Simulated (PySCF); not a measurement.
Computed properties of Ge(F)(Cl)2(Me) (CH₃Cl₂FGe), SMILES [CH3][Ge]([F])([Cl])[Cl]

Ge(F)(Cl)2(Me) (CH3Cl2FGe), SMILES [CH3][Ge]([F])([Cl])[Cl]. Geometry optimised at B3LYP-D3(BJ)/def2-SVP. This is a generated structure with no PubChem entry under its InChIKey; it may be hypothetical. Other conformers were not sampled. All values are computed for the isolated molecule unless a solvent is named; none is compared with measurement here.

**Structure.** The optimised structure has Cs symmetry. All 18 harmonic modes at B3LYP-D3(BJ)/def2-SVP (PySCF) are real, so it is a minimum. With heavy atoms numbered as in [CH3:1][Ge:2]([F:3])([Cl:4])[Cl:5], the shortest bond between them is Ge2–F3 at 1.737 Å and the longest Ge2–Cl5 at 2.153 Å.

**Vibrations.** The strongest infrared lines (harmonic, unscaled, degenerate partners summed) lie at 443 cm⁻¹ (90 km/mol, Cl 60 %, Ge 40 %), 720 cm⁻¹ (67 km/mol, F 77 %, Ge 21 %), 816 cm⁻¹ (45 km/mol, H 79 %, C 19 %). The softest mode is at 81 cm⁻¹ and the zero-point energy is 26.1 kcal/mol.

**Electronic structure.** ωB97X/def2-TZVP (PySCF) places the frontier levels at -11.82 and 1.12 eV, a gap of 12.94 eV, and gives a dipole moment of 3.04 D and a mean polarisability of 61.9 bohr³. PBE/def2-TZVP (PySCF) at the same geometry gives -7.90 and -2.06 eV, so its gap is 7.10 eV narrower. An orbital gap is neither the optical nor the fundamental gap.

**Excitations.** TDA-ωB97X/def2-SVPD (PySCF) has S1 at 7.26 eV (171 nm, f = 0.031, weak); the most intense of the 10 singlets computed lies at 8.78 eV (f = 0.12). T1 (TDA) is at 6.64 eV, 0.62 eV under S1. TDA-PBE/def2-SVPD (PySCF) puts S1 at 5.99 eV. No vertical singlet excitation falls in the visible range (under 3.1 eV).

**NMR.** GIAO shifts at KT2/pcSseg-1 (PySCF) (non-relativistic, atoms alike by connectivity averaged): ¹³C at 16.4 ppm against TMS; ¹H at 1.6 ppm against TMS; ¹⁹F at -121.7 ppm against CFCl3. Without spin–orbit terms, shifts of atoms bonded to Cl or Br come out too high.
